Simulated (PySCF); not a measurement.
Al(OH)(NH2)2 (AlH5N2O), SMILES [NH2][Al]([NH2])[OH].

Geometry: B3LYP-D3(BJ)/def2-SVP. The geometry has at least one imaginary mode, so it is a saddle point at that level. One conformer was computed; it need not be the lowest.

The numbers are results of TDDFT-M06-2X/def2-SVPD (PySCF), not measurements.

Vertical excitations. The molecule is in vacuum. State labels are in the subgroup C2v.

Question: Give excitation energies, oscillator strengths and character. (Estimate from the structure and the level; the computed values follow.)

Answer: 
```json
[
 {"state": "S1", "symmetry": "A2", "energy (eV)": "5.58", "λ (nm)": "222", "f": "0.000", "main pairs": "HOMO→LUMO 89 %"},
 {"state": "S2", "symmetry": "B1", "energy (eV)": "6.24", "λ (nm)": "199", "f": "0.097", "main pairs": "HOMO−1→LUMO 84 %"},
 {"state": "S3", "symmetry": "A2", "energy (eV)": "7.17", "λ (nm)": "173", "f": "0.000", "main pairs": "HOMO→LUMO+1 56 %, HOMO→LUMO+2 31 %"},
 {"state": "S4", "symmetry": "B1", "energy (eV)": "7.46", "λ (nm)": "166", "f": "0.023", "main pairs": "HOMO→LUMO+3 37 %, HOMO−1→LUMO+1 25 %, HOMO−1→LUMO+2 9 %, HOMO−3→LUMO 8 %"},
 {"state": "S5", "symmetry": "B2", "energy (eV)": "7.69", "λ (nm)": "161", "f": "0.014", "main pairs": "HOMO−2→LUMO 66 %, HOMO−2→LUMO+1 16 %, HOMO→LUMO+4 11 %"},
 {"state": "S6", "symmetry": "A2", "energy (eV)": "7.75", "λ (nm)": "160", "f": "0.000", "main pairs": "HOMO→LUMO+5 62 %, HOMO−1→LUMO+3 24 %"},
 {"state": "S7", "symmetry": "B1", "energy (eV)": "7.85", "λ (nm)": "158", "f": "0.008", "main pairs": "HOMO→LUMO+3 33 %, HOMO−1→LUMO+1 26 %, HOMO−1→LUMO+5 12 %, HOMO−1→LUMO+2 8 %"},
 {"state": "S8", "symmetry": "B2", "energy (eV)": "7.93", "λ (nm)": "156", "f": "0.207", "main pairs": "HOMO→LUMO+4 84 %"},
 {"state": "S9", "symmetry": "A2", "energy (eV)": "7.96", "λ (nm)": "156", "f": "0.000", "main pairs": "HOMO→LUMO+2 45 %, HOMO→LUMO+1 31 %, HOMO→LUMO+10 11 %"},
 {"state": "S10", "symmetry": "B1", "energy (eV)": "8.13", "λ (nm)": "152", "f": "0.053", "main pairs": "HOMO−3→LUMO 33 %, HOMO→LUMO+6 21 %, HOMO−3→LUMO+1 13 %, HOMO−1→LUMO+2 13 %"},
 {"state": "T1", "symmetry": "A2", "energy (eV)": "5.38", "λ (nm)": "231", "f": "0", "main pairs": "HOMO→LUMO 83 %"},
 {"state": "T2", "symmetry": "B1", "energy (eV)": "5.93", "λ (nm)": "209", "f": "0", "main pairs": "HOMO−1→LUMO 75 %"},
 {"state": "T3", "symmetry": "B2", "energy (eV)": "6.79", "λ (nm)": "183", "f": "0", "main pairs": "HOMO→LUMO+4 91 %"},
 {"state": "T4", "symmetry": "A2", "energy (eV)": "7.13", "λ (nm)": "174", "f": "0", "main pairs": "HOMO→LUMO+1 52 %, HOMO→LUMO+2 30 %"}
]
```
Triplets are in the Tamm–Dancoff approximation, which puts them higher than full response would, so one can lie above its singlet here.
